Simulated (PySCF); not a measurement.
# Assignment exercise: C8H9FSi

Atoms are numbered as in `[CH3:1][CH2:2][C:3]#[C:4][C:5]1=[C:6]([F:7])[CH:8]=[CH:9][SiH2:10]1`. Each H is labelled by its parent atom.

Single conformer, averaged over atoms made equivalent by symmetry, fast rotation or ring inversion, in vacuum, non-relativistic. GFN2-xTB geometry; GIAO PBE0/pcSseg-1 shieldings; PySCF.

Chemical shifts δ = σref − σ; ¹³C (186.93 ppm) and ¹H (31.72 ppm) against TMS, all at this level.

**Question.** Assign these signals to the numbered atoms. ¹³C{¹H} NMR (computed): δ 181.3, 153.8, 132.9, 113.3, 100.6, 80.9, 17.4, 17.1.

**Answer.** 
```tsv
δ (ppm)	atoms	environment	reason
181.3	C6	fully substituted alkene carbon	–
153.8	C8	alkene CH	an sp2 carbon of a C=C bond
132.9	C9	alkene CH	–
113.3	C3	alkyne carbon	–
100.6	C5	fully substituted alkene carbon	the olefinic region
80.9	C4	alkyne carbon	the triple bond shields along its axis, which puts it between sp3 and sp2 carbons
17.4	C2	propargylic sp3 CH2	a saturated carbon with 2 carbon neighbours and no heteroatom attached
17.1	C1	methyl carbon	a saturated carbon with 1 carbon neighbour and no heteroatom attached
```

C2 and C1 lie closer than the usual error of such a calculation, so a measured spectrum could show them in the other order.

**Question.** Assign these signals to the numbered atoms. ¹H NMR (300 MHz, computed): δ 7.10 (m, 1H), 6.07 (m, 1H), 4.65 (m, 2H), 2.65 (q, 2H), 1.25 (t, 3H).

**Answer.** 
7.10 → H(C8), hydrogen on an alkene CH: a vinylic proton, deshielded by the sp2 carbon and the C=C anisotropy
6.07 → H(C9), hydrogen on an alkene CH
4.65 → H(Si10), hydrogen on a silicon bonded to 2 C, in a 5-membered ring
2.65 → H(C2), hydrogen on a propargylic sp3 CH2
1.25 → H(C1), hydrogen on a methyl carbon

Splittings by ¹⁹F in the carbon and heteronuclear signals aren't shown, as no couplings were computed. Shifts are as computed. Against solution values, carbons near 30 ppm lie about +3 ppm off and those near 130 ppm about +5 ppm. Of 1309 compounds with measured shifts, 239 miss one by over three times the rms of a fit or turn the order of signals round; such compounds aren't used in these exercises. Multiplicities follow the n + 1 count of equivalent neighbours, as no J values were calculated; m marks all less simple cases, F and P coupling included.
